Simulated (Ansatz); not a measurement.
`C[SiH2][SiH2]CF` → `FC[SiH3]` + `C[SiH]` at 400 K and 1 bar (silylene formation by 1,1-elimination).

Computed with Ansatz on PBE0-D4/def2-TZVP structures; ΔE is electronic, products minus reactants. CCSD(T)/CBS adds triple-zeta CCSD(T) − MP2 to the extrapolated MP2 energy (def2 sets, frozen cores). This one scheme is used for every species. One conformer a species, not always the lowest.

```tsv
species	CCSD(T)/CBS energy (Eh)	H − E (kJ/mol)	S (J/(mol·K))
`C[SiH2][SiH2]CF`	-759.46225	305.6	433.8
`FC[SiH3]`	-429.90570	165.5	311.5
`C[SiH]`	-329.46712	128.7	279.3
```

H − E and S are ideal-gas, rigid-rotor, harmonic terms from PBE0-D4/def2-TZVP, for one conformer and one mirror image of each species. 1 Eh = 2625.50 kJ/mol, R = 8.31446 J/(mol·K).

**Question.** By hand: ΔE, ΔH, ΔS and ΔG.

**Answer.** ΔE = (-429.90570) + (-329.46712) − (-759.46225) = 0.08943 Eh = 234.8 kJ/mol. Δ(H − E) = 165.5 + 128.7 − 305.6 = -11.4, so ΔH = 223.4 kJ/mol. ΔS = 311.5 + 279.3 − 433.8 = 157.0 J/(mol·K). ΔG = 223.4 − 400 × (157.0)/1000 = 160.6 kJ/mol.

**Question.** By hand: the equilibrium constant, and the temperature at which ΔG would vanish if ΔH and ΔS stayed fixed.

**Answer.** log₁₀ K = −ΔG/(RT ln 10) = -21.0. ΔG = 0 at ΔH/ΔS = 1423 K.

The number of gas molecules changes by +1, which sets the sign of ΔS. A doubt of 5 kJ/mol in ΔE shifts log₁₀ K by 0.7 here. Other conformers and mirror images would add mixing entropy, several J/(mol·K) or more a flexible species. Modes under 60 cm⁻¹, often nearly free rotors, make the harmonic entropy too high. These are equilibria of isolated gas molecules and say nothing of rates. Largest T1 diagnostic: 0.012 (customary marks: 0.02 for closed shells, 0.045 for open ones).
